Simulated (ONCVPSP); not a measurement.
# Cutoff test, He, ONCV

helium, optimised norm-conserving Vanderbilt (ONCV), made with ONCVPSP 4.0.1 (PBEsol, scalar-relativistic). Core none, reference 1s2. Waves: 1s: rc 0.85 bohr, ncon 5, nbas 10, qcut 13.1 1/bohr, 2 projectors, debl 3 Ha. Local part: polynomial inside 0.80 bohr (lpopt 5, dvloc0 0 Ha). Core correction: none.

Q: For each optimised wave give the share of its norm inside rc, the residual kinetic energy above qcut (Ha) and the cutoffs (Ha) for errors of 10, 1, 0.1 and 0.01 mHa per electron.

A:

```csv
wave,norm inside rc,residual KE,10 mHa,1 mHa,0.1 mHa,0.01 mHa
1s,0.523,4.3e-06,34.6,53.1,68.0,80.6
s projector 2,0.067,3.8e-06,27.9,48.5,66.1,80.1
```

The occupied waves need 53 Ha and 68 Ha for 1 and 0.1 mHa.
